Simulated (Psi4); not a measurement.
C3H2N (SMILES C=[C]C#N), doublet, at a GFN2-xTB geometry; Psi4 with MP2/STO-3G.

Here is a job for Psi4.
```
memory 2 GB

molecule mol {
0 2
C    -0.158959   -1.796968    0.018370
C    -0.045222   -0.511216    0.005226
C     0.071111    0.803887   -0.008218
H    -1.121456   -2.295012    0.006445
H     0.701195   -2.455879    0.042123
N     0.174097    1.968096   -0.020120
}

set {
  basis sto-3g
  reference uhf
}

energy('mp2')
print_variables()
```

**Question.** Predict the main parts of the log of this Psi4 run.

**Answer.** 
```
    SCF Algorithm Type (re)set to DF.

   => Loading Basis Set <=

    Name: STO-3G
    Role: ORBITAL
    Keyword: BASIS

         ---------------------------------------------------------
                                   SCF
               by Justin Turney, Rob Parrish, Andy Simmonett
                          and Daniel G. A. Smith
                              UHF Reference
         ---------------------------------------------------------

  ==> Geometry <==

    Molecular point group: c1
    Full point group: C1

    Geometry (in Angstrom), charge = 0, multiplicity = 2:

       Center              X                  Y                   Z               Mass
    ------------   -----------------  -----------------  -----------------  -----------------
         C           -0.166985025754    -1.887700003622     0.019297700624    12.000000000000
         C           -0.053248025754    -0.601948003622     0.006153700624    12.000000000000
         C            0.063084974246     0.713154996378    -0.007290299376    12.000000000000
         H           -1.129482025754    -2.385744003622     0.007372700624     1.007825032230
         H            0.693168974246    -2.546611003622     0.043050700624     1.007825032230
         N            0.166070974246     1.877363996378    -0.019192299376    14.003074004430

  Running in c1 symmetry.

  Rotational constants: A =      9.98848  B =      0.14566  C =      0.14356 [cm^-1]
  Rotational constants: A = 299446.99734  B =   4366.66672  C =   4303.90529 [MHz]
  Nuclear repulsion =   83.078411663754068

  Charge       = 0
  Multiplicity = 2
  Electrons    = 27
  Nalpha       = 14
  Nbeta        = 13

  ==> Algorithm <==

  SCF Algorithm Type is DF.
  DIIS enabled.
  MOM disabled.
  Fractional occupation disabled.
  Guess Type is SAD.
  Energy threshold   = 1.00e-08
  Density threshold  = 1.00e-08
  Integral threshold = 1.00e-12

  ==> Primary Basis <==

  Basis Set: STO-3G
    Blend: STO-3G
    Number of shells: 14
    Number of basis functions: 22
    Number of Cartesian functions: 22
    Spherical Harmonics?: true
    Max angular momentum: 1

   => Loading Basis Set <=

    Name: (STO-3G AUX)
    Role: JKFIT
    Keyword: DF_BASIS_SCF

  ==> Integral Setup <==

  SCF_SUBTYPE=INCORE selected. In-core MEM_DF algorithm will be used.
  Using in-core AOs.

  ==> MemDFJK: Density-Fitted J/K Matrices <==

    J tasked:                   Yes
    K tasked:                   Yes
    wK tasked:                   No
    Algorithm:                 Core
    Schwarz Cutoff:           1E-12
    Mask sparsity (%):       1.2397
    Fitting Condition:        1E-10

   => Auxiliary Basis Set <=

  Basis Set: (STO-3G AUX)
    Blend: DEF2-UNIVERSAL-JKFIT
    Number of shells: 112
    Number of basis functions: 338
    Number of Cartesian functions: 400
    Spherical Harmonics?: true
    Max angular momentum: 4

  Minimum eigenvalue in the overlap matrix is 1.5362591664E-01.
  Reciprocal condition number of the overlap matrix is 7.0146800194E-02.
    Using symmetric orthogonalization.

  ==> Pre-Iterations <==

  SCF Guess: Superposition of Atomic Densities via on-the-fly atomic UHF (no occupation information).

   -------------------------
    Irrep   Nso     Nmo
   -------------------------
     A         22      22
   -------------------------
    Total      22      22
   -------------------------

  ==> Iterations <==

                           Total Energy        Delta E     RMS |[F,P]|

   @DF-UHF iter SAD:  -164.56529260154213   -1.64565e+02   0.00000e+00
   @DF-UHF iter   1:  -166.83113878235702   -2.26585e+00   1.94298e-02 DIIS/ADIIS
   @DF-UHF iter   2:  -166.87511303905160   -4.39743e-02   1.81249e-02 DIIS/ADIIS
   @DF-UHF iter   3:  -166.96819708192902   -9.30840e-02   2.80159e-03 DIIS/ADIIS
   @DF-UHF iter   4:  -166.97574138382109   -7.54430e-03   1.79627e-03 DIIS/ADIIS
   @DF-UHF iter   5:  -166.97944136169147   -3.69998e-03   1.39615e-03 DIIS/ADIIS
[...]
   @DF-UHF iter  71:  -166.96929641879203    8.28769e-04   4.95595e-04 DIIS/ADIIS
   @DF-UHF iter  72:  -166.97101224933584   -1.71583e-03   5.24099e-04 DIIS/ADIIS
   @DF-UHF iter  73:  -166.97143260886614   -4.20360e-04   5.47533e-04 DIIS/ADIIS
   @DF-UHF iter  74:  -166.97113030845142    3.02300e-04   5.33557e-04 DIIS/ADIIS
   @DF-UHF iter  75:  -166.96889418919028    2.23612e-03   5.09750e-04 DIIS/ADIIS
   @DF-UHF iter  76:  -166.96905947548365   -1.65286e-04   5.12982e-04 DIIS/ADIIS
   @DF-UHF iter  77:  -166.96988906705491   -8.29592e-04   4.94605e-04 DIIS/ADIIS
   @DF-UHF iter  78:  -166.97017127843424   -2.82211e-04   4.85195e-04 DIIS/ADIIS
   @DF-UHF iter  79:  -166.96909564998987    1.07563e-03   4.90552e-04 DIIS/ADIIS
   @DF-UHF iter  80:  -166.97150780240099   -2.41215e-03   5.44166e-04 DIIS/ADIIS
   @DF-UHF iter  81:  -166.96873735584333    2.77045e-03   5.08798e-04 DIIS/ADIIS
   @DF-UHF iter  82:  -166.96921191326672   -4.74557e-04   4.88873e-04 DIIS/ADIIS
   @DF-UHF iter  83:  -166.96916451241731    4.74008e-05   4.90085e-04 DIIS/ADIIS
   @DF-UHF iter  84:  -166.97083154111013   -1.66703e-03   4.86747e-04 DIIS/ADIIS
   @DF-UHF iter  85:  -166.97047758202922    3.53959e-04   4.91356e-04 DIIS/ADIIS
   @DF-UHF iter  86:  -166.96965820537253    8.19377e-04   4.84185e-04 DIIS/ADIIS
   @DF-UHF iter  87:  -166.96374148010301    5.91673e-03   1.02991e-03 DIIS/ADIIS
   @DF-UHF iter  88:  -166.96775142243035   -4.00994e-03   5.59928e-04 DIIS/ADIIS
   @DF-UHF iter  89:  -166.96844747211352   -6.96050e-04   5.03944e-04 DIIS/ADIIS
   @DF-UHF iter  90:  -166.96821343548967    2.34037e-04   5.16450e-04 DIIS/ADIIS
   @DF-UHF iter  91:  -166.97005787761239   -1.84444e-03   4.53107e-04 DIIS/ADIIS
   @DF-UHF iter  92:  -166.96982790828361    2.29969e-04   4.52132e-04 DIIS/ADIIS
   @DF-UHF iter  93:  -166.97006869303311   -2.40785e-04   4.55247e-04 DIIS/ADIIS
   @DF-UHF iter  94:  -166.96400167368651    6.06702e-03   9.63979e-04 DIIS/ADIIS
   @DF-UHF iter  95:  -166.96765080358716   -3.64913e-03   5.57402e-04 DIIS/ADIIS
   @DF-UHF iter  96:  -166.96723622075655    4.14583e-04   5.95112e-04 DIIS/ADIIS
   @DF-UHF iter  97:  -166.96405794499651    3.17828e-03   9.57197e-04 DIIS/ADIIS
   @DF-UHF iter  98:  -166.96759498009015   -3.53704e-03   5.63071e-04 DIIS/ADIIS
   @DF-UHF iter  99:  -166.96848135192744   -8.86372e-04   4.98099e-04 DIIS/ADIIS
   @DF-UHF iter 100:  -166.96783246416720    6.48888e-04   5.44126e-04 DIIS/ADIIS

PsiException: Could not converge SCF iterations in 100 iterations.

  Failed to converge.

Traceback (most recent call last):
  File "psi4", line 375, in <module>
  File "<string>", line 27, in <module>
  File "site-packages/psi4/driver/driver.py", line 533, in energy
  File "site-packages/psi4/driver/procrouting/proc.py", line 167, in select_mp2
  File "site-packages/psi4/driver/procrouting/proc.py", line 4366, in run_dfmp2
  File "site-packages/psi4/driver/procrouting/proc.py", line 2047, in scf_helper
  File "site-packages/psi4/driver/procrouting/scf_proc/scf_iterator.py", line 93, in scf_compute_energy
  File "site-packages/psi4/driver/procrouting/scf_proc/scf_iterator.py", line 86, in scf_compute_energy
  File "site-packages/psi4/driver/procrouting/scf_proc/scf_iterator.py", line 609, in scf_iterate

psi4.driver.p4util.exceptions.SCFConvergenceError: Could not converge SCF iterations in 100 iterations.

Printing out the relevant lines from the Psithon --> Python processed input file:
    N     0.174097    1.968096   -0.020120
    ""","mol")
    core.IO.set_default_namespace("mol")
    core.set_global_option("BASIS", "sto-3g")
    core.set_global_option("REFERENCE", "uhf")
--> energy('mp2')
    print_variables()

!-------------------------------------------------------!
!                                                       !
!  Could not converge SCF iterations in 100 iterations. !
!                                                       !
!-------------------------------------------------------!
```

Convergence was not reached.
